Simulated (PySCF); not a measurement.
Record of a relaxation.

CH4BrFGe.
SMILES with atom numbers: `[F:1][CH2:2][GeH2:3][Br:4]` (hydrogens: H5, H6 on C2; H7, H8 on Ge3)

Computed by this run: PBE0-D3(BJ)/def2-SVP geometry optimisation, gas phase in PySCF; density fitting, grid level 1; the optimiser is geomeTRIC in internal coordinates, started from a GFN2-xTB structure with every atom displaced at random (about 0.01 Å). The frame can shift and turn from step to step; on so coarse a grid that alone can change the energy by a few meV, and forces under 0.02 eV/Å are noise.

Step 0: E = -130346.8513 eV, largest atomic force 0.533 eV/Å
```
atom  x, y, z in Å  |  force x, y, z in eV/Å
F1     -1.767   -0.643    0.763   -0.037  -0.138   0.112
C2     -1.030    0.277    0.052   -0.087  -0.239   0.156
Ge3     0.845   -0.362    0.015   -0.118   0.475   0.171
Br4     2.050    1.202   -1.167    0.100   0.215  -0.193
H5     -1.455    0.346   -0.963    0.165   0.099  -0.090
H6     -1.127    1.257    0.548    0.195   0.031  -0.111
H7      1.038   -1.679   -0.693   -0.116  -0.447  -0.266
H8      1.502   -0.418    1.392   -0.102   0.005   0.221
```

Step 1: E = -130346.8407 eV, largest atomic force 0.691 eV/Å
```
atom  x, y, z in Å  |  force x, y, z in eV/Å
F1     -1.686   -1.051    0.307    0.043   0.130   0.010
C2     -0.981   -0.060   -0.342   -0.137  -0.014  -0.160
Ge3     0.826    0.004    0.424    0.132  -0.511  -0.445
Br4     1.977    1.669   -0.706   -0.073  -0.008   0.092
H5     -0.897   -0.323   -1.415    0.051   0.089   0.165
H6     -1.506    0.904   -0.270   -0.098   0.013   0.081
H7      1.429   -1.365    0.006    0.133   0.258   0.235
H8      0.913    0.268    1.929   -0.050   0.043   0.022
```

Step 2: E = -130346.8757 eV, largest atomic force 0.169 eV/Å
```
atom  x, y, z in Å  |  force x, y, z in eV/Å
F1     -1.697   -1.044    0.308    0.004  -0.004  -0.021
C2     -0.990   -0.063   -0.349    0.006   0.007   0.020
Ge3     0.832   -0.025    0.397   -0.027  -0.118  -0.119
Br4     1.956    1.680   -0.689   -0.029   0.039   0.004
H5     -0.917   -0.311   -1.422   -0.036   0.004  -0.014
H6     -1.512    0.903   -0.253    0.062   0.009   0.044
H7      1.519   -1.354    0.039    0.061   0.050   0.056
H8      0.885    0.262    1.901   -0.042   0.013   0.029
```

Step 3: E = -130346.8834 eV, largest atomic force 0.059 eV/Å
```
atom  x, y, z in Å  |  force x, y, z in eV/Å
F1     -1.706   -1.039    0.306   -0.011  -0.016  -0.017
C2     -0.990   -0.066   -0.352    0.028  -0.051  -0.010
Ge3     0.834   -0.044    0.383    0.001   0.022   0.035
Br4     1.940    1.678   -0.693   -0.021   0.037  -0.004
H5     -0.939   -0.302   -1.428   -0.041   0.007  -0.016
H6     -1.486    0.910   -0.233    0.040   0.022   0.020
H7      1.569   -1.351    0.062    0.024  -0.019  -0.004
H8      0.854    0.259    1.888   -0.019  -0.001  -0.004
```

Step 4: E = -130346.8851 eV, largest atomic force 0.048 eV/Å
```
atom  x, y, z in Å  |  force x, y, z in eV/Å
F1     -1.714   -1.037    0.301   -0.001  -0.007  -0.014
C2     -0.988   -0.071   -0.355    0.014  -0.045  -0.006
Ge3     0.836   -0.052    0.380    0.011   0.021   0.025
Br4     1.928    1.679   -0.699   -0.020   0.023   0.010
H5     -0.953   -0.296   -1.434   -0.012   0.008  -0.005
H6     -1.465    0.914   -0.220    0.012   0.012   0.005
H7      1.594   -1.350    0.073   -0.001  -0.010  -0.011
H8      0.838    0.259    1.884   -0.003  -0.001  -0.003
```

Step 5: E = -130346.8852 eV, largest atomic force 0.033 eV/Å
```
atom  x, y, z in Å  |  force x, y, z in eV/Å
F1     -1.716   -1.038    0.298    0.004  -0.006  -0.014
C2     -0.986   -0.073   -0.355    0.001  -0.019   0.003
Ge3     0.837   -0.053    0.382    0.011  -0.002   0.003
Br4     1.923    1.679   -0.702   -0.016   0.023   0.017
H5     -0.955   -0.293   -1.435    0.001   0.004  -0.002
H6     -1.458    0.914   -0.216    0.001   0.002   0.000
H7      1.597   -1.350    0.075   -0.002  -0.003  -0.005
H8      0.835    0.260    1.885    0.001   0.001  -0.003
```

**Question.** Summarise the path.

**Answer.** The energy falls by 3.27 kJ/mol from step 0 to step 5; nine tenths of that is first reached at step 3. It rises by more than 0.2 meV at step 1. The largest force goes from 0.533 to 0.033 eV/Å. Among the bonds Ge3–H7 changes most, from 1.508 to 1.535 Å; the atoms move by 0.054 Å rms after alignment.

The cost below is that of the whole optimisation. The run took 37 s on Arm Neoverse V1, one thread, shared host with 32 logical CPUs at a one-minute load of 40, and the process peaked at 0.45 GiB of memory.
